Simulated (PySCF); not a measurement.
C2H5F3Si, SMILES CC[Si](F)(F)F. Heavy atoms are numbered as in [CH3:1][CH2:2][Si:3]([F:4])([F:5])[F:6]. Hydrogens are named by the atom that carries them.

Geometry: PBE0-D3(BJ)/def2-SVP. One conformer was computed; it need not be the lowest.

Level of theory: PBE0/pcSseg-1 in PySCF.

GIAO shieldings, no solvent; atoms alike by connectivity are averaged. δ = σ(ref) − σ: ¹³C against TMS (σ = 186.3 ppm); ²⁹Si against TMS (σ = 352.7 ppm); ¹⁹F against CFCl3 (σ = 167.2 ppm); ¹H against TMS (σ = 31.56 ppm), references at their B3LYP-D3(BJ)/def2-TZVP geometries, non-relativistic.

Problem. Estimate the chemical shifts. (An estimate is asked for; the answer gives what the named calculation found.)

Solution. 
| nucleus | atoms | count | δ (ppm) |
|---|---|---|---|
| ¹³C | C1 (CH3) | 1 | 8.2 |
| ¹³C | C2 (CH2) | 1 | 5.2 |
| ²⁹Si | Si3 | 1 | -44.6 |
| ¹⁹F | F4 | 3 | -152.9 |
| ¹H | H on C1 | 3 | 1.40 |
| ¹H | H on C2 | 2 | 1.02 |
